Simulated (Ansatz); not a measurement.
Harmonic frequencies (cm⁻¹) at PBE0-D4/def2-TZVP from Ansatz: 405, 417, 669, 889, 900, 1077, 1077, 1267, 1468, 1731, 3125, 3208.

**Question.** Which molecule is it?
A. `FB1CO1`
B. `FC1BO1`
C. `O=CBF`
D. `Cl[SiH]1CO1`

**Answer.** A.
